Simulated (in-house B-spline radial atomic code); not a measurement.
## Binding energies in Sn III (Sn2+)

NIST's tabulated ground configuration is [Kr] 4d10 5s2; each binding energy is the energy of the ion with one electron taken from that subshell, relaxed, less that of the parent. Level of theory: Dirac-Kohn-Sham PBE, spherical fractional occupations, Fermi nucleus of rms radius 4.6519 fm; calculated with a B-spline radial code for spherical atoms. Energies include first-order Breit, QED and recoil terms.

```tsv
subshell	X-ray name	binding energy (eV)	-ε (eV)	relaxation (eV)
1s	K	29263.8	29011.0	-337.5
2s	L1	4443.1	4393.2	-59.5
2p1/2	L2	4169.9	4104.9	-74.3
2p3/2	L3	3937.8	3874.3	-69.8
3s	M1	881	862.0	-20.6
3p1/2	M2	764.7	744.8	-21.3
3p3/2	M3	722.4	702.7	-20.6
3d3/2	M4	518	495.6	-22.7
3d5/2	M5	509.3	486.9	-22.4
4s	N1	161	151.3	-10.0
4p1/2	N2	121.8	112.3	-9.7
4p3/2	N3	114.1	104.8	-9.5
4d3/2	N4	52.3	43.83	-8.47
4d5/2	N5	51.22	42.78	-8.41
5s	O1	30.94	26.09	-4.89
```

Relaxation = -ε minus the binding energy without Breit, QED and recoil terms. With a density functional, K lines can miss by some tenths of a per cent, more in light atoms. For a density functional the relaxation so defined is negative, because -ε of a Kohn-Sham level is smaller than the binding energy.

Emission lines follow as differences of binding energies, with λ = 12398.42 eV·Å / E:

```
 line          holes  energy (eV)  wavelength (Å)
 K-L3     1s → 2p3/2      25326.0         0.48955
 K-L2     1s → 2p1/2      25093.9         0.49408
 K-M3     1s → 3p3/2      28541.4          0.4344
L3-M5  2p3/2 → 3d5/2       3428.5          3.6163
L2-M4  2p1/2 → 3d3/2       3651.9          3.3951
L1-M3     2s → 3p3/2       3720.7          3.3323
L3-M1     2p3/2 → 3s       3056.8           4.056
L2-N4  2p1/2 → 4d3/2       4117.6          3.0111
```

Question: What screening constant σ does Moseley's law, E = (3/4)·13.6057 eV·(Z - σ)², need for K-L3?

Answer: σ = 0.18.

Moseley's non-relativistic formula needs a falling, then negative, screening constant for heavy elements, because relativity binds the 1s electron more strongly than the formula allows.

Question: What does it cost to remove both a 1s and a 3d5/2 electron?

Answer: 29830 eV, which is 56.9 eV more than the two single binding energies together.

Question: What does it cost to remove both a 3d5/2 and a 4p1/2 electron?

Answer: 654.14 eV, which is 23.06 eV more than the two single binding energies together.

Question: What does it cost to remove both a 2s and a 3p1/2 electron?

Answer: 5263.5 eV, which is 55.7 eV more than the two single binding energies together.
